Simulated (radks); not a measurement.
Values are calculated unless marked as measured or tabulated.
Question: Neutral rubidium, [Kr] 5s1. Code: a radial shooting solver on a logarithmic mesh with Libxc functionals. Model: non-relativistic Kohn-Sham, exchange-only LDA, spin-polarised, spherical densities, point nucleus. Every spin shell is full or empty, so the densities are truly spherical. Functionals are evaluated on that one density, not self-consistently. Rank these orbital-free kinetic functionals by their error against the exact value of the orbitals, and give that value: Thomas-Fermi, von Weizsacker, TF + vW, TF + vW/9, TF + vW/5, revAPBEK, Thakkar, Pearson, PG1, Ernzerhof.

Answer: Exact: 2932.98 hartree. From best to worst, with 100 (|E| - |E exact|)/|E exact| (equal figures are ties): revAPBEK +0.32, Ernzerhof -0.39, Thakkar -0.49, TF + vW/9 -0.72, Pearson -1.05, TF + vW/5 +3.36, Thomas-Fermi -5.82, PG1 +16.98, TF + vW +40.06, von Weizsacker -54.12.
